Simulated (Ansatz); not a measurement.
```xyz
9

C    -0.080    2.846   -1.553
C    -0.033    1.965   -0.725
In    0.041    0.393    0.637
Si    0.029   -2.136    0.315
Cl    0.122    1.175    2.842
H    -0.121    3.631   -2.273
H     0.659   -2.791    1.488
H     0.766   -2.499   -0.923
H    -1.382   -2.584    0.191
```

The species carries charge 0 and has multiplicity 1. In takes the def2 core potential.

**Question.** List the r2SCAN/def2-TZVPP orbital energies in eV (Ansatz 0.2.0). (An estimate is asked.)

**Answer.** Ansatz gave: Occupied: -2752.59, -1791.58, -273.33, -273.13, -253.95, -192.48, -192.38, -192.35, -142.07, -126.29, -96.94, -96.91, -96.90, -83.01, -82.75, -82.67, -21.01, -20.40, -20.13, -20.09, -20.06, -19.43, -19.20, -14.31, -13.99, -11.38, -9.47, -9.44, -8.84, -8.05, -7.78, -7.40, -7.30, -7.08. Lowest empty: -2.77, -1.53, -1.00, 0.01, 0.14, 0.47, 1.06, 1.51.
